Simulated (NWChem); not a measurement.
System: CH$_{4}$AlFS; SMILES [Al]([CH3])([F])[SH]

NWChem input:

```
start job
memory heap 200 mb stack 900 mb global 1100 mb
geometry units angstroms noautosym nocenter noautoz
  Al    -0.052999     0.402604    -0.100781
  F     -1.566431     1.032336    -0.404402
  C      1.481572     1.583014    -0.022201
  H      1.594363     2.124366    -0.976099
  H      2.426411     1.058005     0.184622
  H      1.336143     2.344393     0.761924
  S     -0.024266    -1.759953     0.176008
  H      1.312411    -1.789736     0.377829
end
basis spherical
  * library 6-31+g*
end
dft
  xc slater vwn_5
  iterations 150
end
property
  response 1 0.0
end
task dft property
```

Coordinates come from a PBE0/def2-SVP optimisation.

Static field.

Q: Predict the main results of this run. (LDA (Slater exchange, VWN5)/6-31+G* (spherical d).) Quantities: isotropic polarisability (bohr³); anisotropy (bohr³).

A: 
```yaml
isotropic polarisability (bohr³): 56.5
anisotropy (bohr³): 25.8
```
